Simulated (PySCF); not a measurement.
FS, SMILES F[S], multiplicity 2.

Geometry: B3LYP-D3(BJ)/def2-TZVPD.

The numbers are results of PySCF with ωB97X/def2-TZVPD, not measurements.

Isolated molecule, no solvent.

| Property | Result |
|---|---|
| total energy | -497.99341 hartree |
| point group | C∞v |
| α spin, highest occupied and lowest empty level | -10.17 and 0.39 eV |
| β spin, highest occupied and lowest empty level | -9.80 and -2.28 eV |
| dipole moment | 0.82 D |
| ⟨S²⟩ | 0.755 (pure state 0.75) |
